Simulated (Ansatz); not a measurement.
Geometry optimisation, RKS PBE0/def2-SVP (Ansatz).

The input (input.yaml):

```yaml
crystal:
  periodic: [false, false, false]
  atoms:
    - { symbol: B, position_ang: [0.0, 0.0, 0.0] }
    - { symbol: Cl, position_ang: [0.0, 0.0, 2.21] }
    - { symbol: F, position_ang: [1.1431, 0.0, -0.66] }
    - { symbol: F, position_ang: [-1.1431, 0.0, -0.66] }
    - { symbol: O, position_ang: [0.0715, -1.6212, 0.5392] }
    - { symbol: Al, position_ang: [-0.7444, -2.995, -0.2453] }
    - { symbol: H, position_ang: [0.0056, -4.3518, -0.419] }
    - { symbol: H, position_ang: [-2.2093, -2.8421, -0.7592] }
    - { symbol: H, position_ang: [0.053, -1.2026, 1.6085] }
basis:
  gaussian: { orbitals: def2-SVP }
hamiltonian:
  xc: pbe0
relax:
  f_tol: 0.15
  max_steps: 25
  restrain:
    - { distance: [0, 4], at: 2.61, k: 30.0 }
    - { distance: [8, 1], at: 2.57, k: 30.0 }
    - { distance: [0, 1], at: 1.86, k: 30.0 }
    - { distance: [8, 4], at: 1.01, k: 30.0 }
```

Run as:

```bash
$ ansatz run input.yaml --threads 2 --pin off --max-ram 3072MiB --backend cpu --events-out ev --progress --plain --runs-dir out
```

Problem. Where does it end, and by what steps?

Solution. The forces met the threshold. The restraints hold the end off the free minimum; the threshold counts their pulls, which the force column leaves out. Restrained pairs: B1–O5 (1.71 → 2.60 Å), Cl2–H9 (1.35 → 2.57 Å), B1–Cl2 (2.21 → 1.82 Å), O5–H9 (1.15 → 0.98 Å). After 13 steps the energy has fallen by 2.335 eV (the restraints' own energy left out); H8 moved furthest, 1.04 Å.

```
step  energy less start (eV)  largest force component (eV/Å)  accepted
   0                  0.0000                           5.992       yes
   1                 -0.8043                           4.162       yes
   2                 -1.0304                           3.238       yes
   3                 -1.2864                           3.037       yes
   4                 -1.8539                           1.932       yes
   5                 -1.8644                           1.740       yes
   6                 -2.0812                           1.733       yes
   7                 -2.2138                           1.207       yes
   8                 -2.2479                           1.161       yes
   9                 -2.2646                           1.190       yes
  10                 -2.2679                           1.350       yes
  11                 -2.2823                           1.322       yes
  12                 -2.2892                           1.159       yes
  13                 -2.3354                           1.169       yes
```

```xyz
9
Properties=species:S:1:pos:R:3
B 0.250 0.322 0.059
Cl -0.003 0.851 1.784
F 1.460 0.222 -0.421
F -0.792 0.212 -0.733
O -0.117 -2.132 0.837
Al -0.858 -3.277 -0.206
H 0.128 -3.937 -1.250
H -2.404 -3.605 -0.074
H -0.488 -1.669 1.618
```

Time of the run: 42 s on 2 threads of Arm Neoverse V2 (shared host), peak memory 0.24 GiB.
